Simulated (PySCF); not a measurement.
Fe⁻ (iron, charge -1) across methods

[Ar] 3d7 4s2, high-spin 4F determinant. Calculation: PySCF 2.14, in aug-cc-pVDZ; the non-relativistic Hamiltonian (point nucleus).

```csv
method,E (hartree),mean ε 4s α (eV),mean ε 4s β (eV),mean ε 3d β (eV),Σ⟨r²⟩ (bohr²),⟨S²⟩
B97-3,-1263.561,0.202,0.563,1.036,72.90,3.778
TPSSh,-1263.717,0.445,0.930,1.964,68.50,3.786
PBE,-1263.466,0.612,1.031,2.612,68.83,3.802
M06-L,-1263.646,0.516,1.157,2.792,66.45,3.822
PBE0,-1263.473,0.146,0.616,1.223,69.68,3.795
UHF,-1262.37814,-1.414,0.044,-3.929,89.50,3.963
r2SCAN,-1263.677,0.413,0.942,2.572,68.76,3.830
M06-2X,-1263.651,-0.018,0.006,-0.604,76.11,3.786
```

(1) Estimate the same row for LDA.

At B97-3 the highest occupied level has a positive energy, so only the finite basis holds that electron; in a semilocal or global hybrid functional this comes from self-interaction and does not mean that the real anion is unbound.

The highest occupied level is positive at B97-3, LDA, TPSSh, PBE, M06-L, PBE0, UHF, r2SCAN, M06-2X: only the finite basis holds that electron, at UHF too, so the state is unbound at these levels.

## Answers

(1) E (hartree) = -1261.241; mean ε 4s α (eV) = 0.495; mean ε 4s β (eV) = 0.914; mean ε 3d β (eV) = 2.698; Σ⟨r²⟩ (bohr²) = 67.26; ⟨S²⟩ = 3.808.
